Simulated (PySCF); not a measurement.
## In+: ionisation energy

In+ [Kr] 4d10 5s2 (1S) → In(2+) [Kr] 4d10 5s1 (2S), as a difference of total energies. Calculation: PySCF 2.14, in aug-cc-pwCVTZ-PP with ECP28MDF; a scalar-relativistic core potential. Correlated levels: valence: 4s2 4p6 4d10 frozen; valence and next inner shell: nothing frozen outside the core potential. The calculations carry no spin-orbit coupling.

```json
{"method": "UHF", "ionisation energy (eV)": "17.008", "error (eV)": "-1.862"}
{"method": "LDA", "ionisation energy (eV)": "19.497", "error (eV)": "+0.627"}
{"method": "PBE", "ionisation energy (eV)": "19.056", "error (eV)": "+0.186"}
{"method": "PBE0", "ionisation energy (eV)": "18.720", "error (eV)": "-0.150"}
{"method": "r2SCAN", "ionisation energy (eV)": "18.810", "error (eV)": "-0.060"}
{"method": "wB97X", "ionisation energy (eV)": "18.878", "error (eV)": "+0.008"}
{"method": "B97-3", "ionisation energy (eV)": "18.821", "error (eV)": "-0.049"}
{"method": "BLYP", "ionisation energy (eV)": "19.184", "error (eV)": "+0.314"}
{"method": "HSE06", "ionisation energy (eV)": "18.770", "error (eV)": "-0.100"}
{"method": "MP2 (valence)", "ionisation energy (eV)": "17.664", "error (eV)": "-1.206"}
{"method": "SCS-MP2 (valence)", "ionisation energy (eV)": "17.795", "error (eV)": "-1.075"}
{"method": "MP2 (valence and next inner shell)", "ionisation energy (eV)": "18.927", "error (eV)": "+0.057"}
{"method": "SCS-MP2 (valence and next inner shell)", "ionisation energy (eV)": "18.841", "error (eV)": "-0.029"}
```

Reference: 18.870 eV (measured; NIST Atomic Spectra Database, ionization energies).

Errors of the correlated levels include the incompleteness of this basis and the frozen core.
